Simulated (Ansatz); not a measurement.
```yaml
atoms:
  - { symbol: Li, position_ang: [1.0163, 0.0000, 0.0000] }
  - { symbol: Li, position_ang: [-1.0163, 0.0000, 0.0000] }
  - { symbol: F, position_ang: [0.0000, 1.1891, 0.0000] }
  - { symbol: F, position_ang: [0.0000, -1.1891, 0.0000] }
```

Basis set: 6-31G* (spherical functions). Left uncorrelated: 2 orbitals. Charge 0, multiplicity 1.

Computed with Ansatz (development build ahead of 0.2.0); each method stands on the lowest determinant of its kind that the runs found. Restricted open shells among the atoms or ions are ROHF, correlated in semicanonical orbitals with singles.

**Question.** Give the atomization energy at this shape (free ground-state atoms in the same class of orbitals less the molecule, no zero-point energy) of singlet Li2F2 by RHF-MP2, RHF.

**Answer.**

```
 method  atomization energy
RHF-MP2     317.66 kcal/mol
    RHF     236.62 kcal/mol
```

Caution: the shape is not the minimum.
